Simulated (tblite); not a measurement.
CH6B3F2P.
Numbering: `[BH2:1][B:2]([PH2:3])[CH2:4][B:5]([F:6])[F:7]` (hydrogens: H8, H9 on B1; H10, H11 on P3; H12, H13 on C4)

Computed with GFN2-xTB (tblite), gas phase: L-BFGS steps from a force-field or distance-geometry start until the largest atomic force falls under 0.01 eV/Å.

At the end of the run (lengths in Å): B5–F6 1.319, B5–F7 1.322, P3–H10 1.386, P3–H11 1.388, B2–P3 1.910, B1–B2 1.617, C4–B5 1.567, B1–B2–C4 127.1°, B2–C4–B5 106.9°, C4–B5–F6 123.6°, F6–B5–F7 113.5°, B1–B2–C4–B5 -89°, B2–C4–B5–F6 95°, H10–P3–B2–B1 131°, H12–C4–B2–B1 152°.

Task: These geometries were met on the way; a selection of coordinates is given. Order them by energy above the end point, lowest first.
A. B5–F6 1.322, B5–F7 1.316, P3–H10 1.422, P3–H11 1.399, B2–P3 1.977, B1–B2 1.615, C4–B5 1.553, B1–B2–C4 112.2°, B2–C4–B5 118.3°, C4–B5–F6 121.0°, F6–B5–F7 115.1°, B1–B2–C4–B5 -57°, B2–C4–B5–F6 127°, H10–P3–B2–B1 -124°, H12–C4–B2–B1 177°
B. B5–F6 1.316, B5–F7 1.318, P3–H10 1.390, P3–H11 1.390, B2–P3 1.962, B1–B2 1.618, C4–B5 1.561, B1–B2–C4 119.5°, B2–C4–B5 113.1°, C4–B5–F6 122.0°, F6–B5–F7 112.9°, B1–B2–C4–B5 -49°, B2–C4–B5–F6 118°, H10–P3–B2–B1 -140°, H12–C4–B2–B1 -177°
C. B5–F6 1.325, B5–F7 1.321, P3–H10 1.391, P3–H11 1.391, B2–P3 1.975, B1–B2 1.612, C4–B5 1.562, B1–B2–C4 127.4°, B2–C4–B5 108.9°, C4–B5–F6 122.2°, F6–B5–F7 113.7°, B1–B2–C4–B5 -37°, B2–C4–B5–F6 88°, H10–P3–B2–B1 -161°, H12–C4–B2–B1 -163°
D. B5–F6 1.456, B5–F7 1.432, P3–H10 1.457, P3–H11 1.458, B2–P3 1.957, B1–B2 1.661, C4–B5 1.594, B1–B2–C4 117.9°, B2–C4–B5 111.6°, C4–B5–F6 115.2°, F6–B5–F7 120.6°, B1–B2–C4–B5 -64°, B2–C4–B5–F6 133°, H10–P3–B2–B1 -115°, H12–C4–B2–B1 174°
E. B5–F6 1.237, B5–F7 1.262, P3–H10 1.433, P3–H11 1.395, B2–P3 1.975, B1–B2 1.616, C4–B5 1.597, B1–B2–C4 112.9°, B2–C4–B5 118.2°, C4–B5–F6 118.5°, F6–B5–F7 120.7°, B1–B2–C4–B5 -57°, B2–C4–B5–F6 128°, H10–P3–B2–B1 -122°, H12–C4–B2–B1 176°

Result: C (0.226 eV), B (0.368 eV), A (0.622 eV), E (1.017 eV), D (1.890 eV).

| step | E above end (eV) | rms distance from the end, all atoms (Å) | largest force (eV/Å) | rms shift of all bonds from the end (Å) |
| --- | --- | --- | --- | --- |
| 48 | 0.226 | 0.900 | 0.197 | 0.019 |
| 14 | 0.368 | 0.995 | 0.419 | 0.016 |
| 4 | 0.622 | 1.042 | 0.844 | 0.023 |
| 2 | 1.017 | 1.044 | 4.998 | 0.040 |
| 0 | 1.890 | 1.077 | 3.513 | 0.062 |

Rows stand in the order of the answer.
